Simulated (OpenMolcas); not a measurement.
Co V.

```json
{
  "Program": "OpenMolcas",
  "Method": "CASSCF",
  "Basis": "ANO-RCC-VTZP [6s5p3d2f1g]",
  "Scalar Hamiltonian": "DKH2, point nucleus",
  "Active space": "5 electrons in 5 orbitals (3d)",
  "State averaging": "2S+1 = 6 even, 1 root; 2S+1 = 4 even, 24 roots kept (CI in the orbitals of an earlier block); 2S+1 = 2 even, 75 roots kept (CI in the orbitals of an earlier block)",
  "Spin-orbit coupling": "state interaction with AMFI integrals over the reference wave functions, term energies averaged over their components"
}
```

Levels without dynamic correlation, in cm⁻¹ above 3d⁵ ⁶S_5/2:

```json
{"Level": "3d⁵ ⁴G_5/2", "E": "42648"}
{"Level": "3d⁵ ⁴P_5/2", "E": "49043"}
{"Level": "3d⁵ ⁴D_7/2", "E": "53072"}
{"Level": "3d⁵ ²I_11/2", "E": "60838"}
{"Level": "3d⁵ ²D_5/2(1) [65 %]", "E": "68163"}
```

On this reference, MS-CASPT2, IPEA 0.25 Eh, imaginary shift 0.1 Eh (closed shells correlated: 3s 3p) puts 3d⁵ ⁴G_5/2 at 39660 cm⁻¹.

**Question.** Estimate the other levels at that method by one scale factor, and say how well it serves.

**Answer.** The factor is 39660 / 42648 = 0.930. Scaled values beside those that MS-CASPT2 gives and measured ones (Sugar and Corliss, J. Phys. Chem. Ref. Data 10, 1097 (1981)):
| Level | Scaled | MS-CASPT2 | Miss (%) | Measured |
| --- | --- | --- | --- | --- |
| 3d⁵ ⁴P_5/2 | 45610 | 43720 | +4.3 | 40753 |
| 3d⁵ ⁴D_7/2 | 49357 | 47390 | +4.2 | 44709 |
| 3d⁵ ²I_11/2 | 56579 | 58110 | -2.6 |  |
| 3d⁵ ²D_5/2(1) [65 %] | 63392 | 61300 | +3.4 | 57083 |
For these levels the scaled values miss MS-CASPT2 by up to 4.3 %, as correlation changes each term by its own factor, spin-orbit parts do not scale and CASPT2 has its own spread within terms. This holds within one configuration; levels of others move differently, and the target method has errors of its own against measurement.

Term energies are means over components that CASPT2 splits; among the terms shown or strongly mixed into the levels shown the widest spread is 270 cm-1 (3d⁵ ⁴G, MS-CASPT2). Terms from blocks run as CI alone lack orbitals of their own. Without dynamic correlation excited terms often stand tens of per cent too high (terms of higher spin than the ground term too low), and those without a measured partner can miss by more than the paired ones (holds for CASSCF). Blocks of more than 70 roots (2S+1 = 2 even) ran without multistate coupling (holds for MS-CASPT2). Measured partners are found by configuration, term and J. A level has none where our copy of the source lacks it or the pairing is in doubt (some pairs that miss far off the trend of their configuration count as doubtful), and it then counts in no deviation. Levels of configurations outside the active space are missing.

A share in square brackets marks a mixed level and gives the weight of the term that names it, the lowest over the columns. A number in round brackets counts repeated terms of one configuration in the order of the reference energies.
